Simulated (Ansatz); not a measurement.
A structure relaxed at PBE0-D4/def2-TZVP, charge 0, multiplicity 1:

```xyz
10

N    -0.2014   -2.3520    0.3868
C    -0.1620   -1.1297    0.1230
O    -1.0101   -0.6180   -0.8280
Si   -0.8250    1.0413   -1.0613
Sn    0.9375    0.7079    0.7373
H     0.4723   -2.5995    1.1031
H    -2.0926    1.7463   -0.7515
H    -0.4260    1.3200   -2.4624
H     2.6070    0.6988    0.3975
H     0.7001    1.1848    2.3556
```

**Question.** Give its formula and SMILES.

**Answer.** CH5NOSiSn, `N=[C]1O[SiH2][SnH2]1`.

**Question.** Point group (tolerance 0.08 Å, 0.16 Å for H)?

**Answer.** Cs.

**Question.** Summarise the bond lengths by kind.

**Answer.** 1 × C–N 1.251 Å; 1 × H–N 1.014 Å; 1 × C–O 1.373 Å; 1 × C–Sn 2.228 Å; 1 × O–Si 1.686 Å; 1 × Si–Sn 2.540 Å; 2 × H–Si 1.483 Å; 2 × H–Sn 1.704 Å.

All numbers were calculated with Ansatz.
